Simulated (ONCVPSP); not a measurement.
# Transferability test, ONCV potential for barium (Ba)

Ba, optimised norm-conserving Vanderbilt (ONCV), made with ONCVPSP 4.0.1 (PBE, scalar-relativistic). Core [Kr] 4d10, reference 5s2 5p6 6s1 6p1. Waves: 5s+6s: rc 3.05 bohr, ncon 4, nbas 8, qcut 3.6 1/bohr, 2 projectors; 5p+6p: rc 2.75 bohr, ncon 4, nbas 8, qcut 5.1 1/bohr, 2 projectors; d scattering state at 0.03 Ha: rc 2.75 bohr, ncon 3, nbas 6, qcut 3.2 1/bohr, local. Local part: the d channel. Core correction: Teter function, fcfact 2.25, rcfact 1.55.

In the d channel the program set the typed energies aside and used 0.050 Ha.

Energies are relative to the spin-unpolarised reference configuration 5s2 5p6 6s1 6p1; without spin polarisation the order of configurations can differ from experiment.

```json
{"valence configuration": "5s2 5p6 6s0 6p0", "charge": "+2", "ΔE all-electron (eV)": "13.314", "error AE − PS (meV)": "-3.9"}
{"valence configuration": "5s1 5p6 6s2 6p0", "charge": "+1", "ΔE all-electron (eV)": "36.770", "error AE − PS (meV)": "-299"}
```

Problem. What are ΔE and the potential's error for 5s2 5p6 6s1 6p0?

Solution. ΔE = 3.333 eV all-electron; the error (AE − PS) is -0.6 meV.

Problem. What are ΔE and the potential's error for 5s2 5p6 6s2 6p0?

Solution. ΔE = -2.029 eV all-electron; the error (AE − PS) is -0.8 meV.

Levels in the configuration 5s2 5p6 6s1 6p0:

```json
{"level": "5s", "all-electron (eV)": "-39.341", "pseudo (eV)": "-39.342"}
{"level": "5p", "all-electron (eV)": "-24.361", "pseudo (eV)": "-24.361"}
{"level": "6s", "all-electron (eV)": "-7.584", "pseudo (eV)": "-7.584"}
```
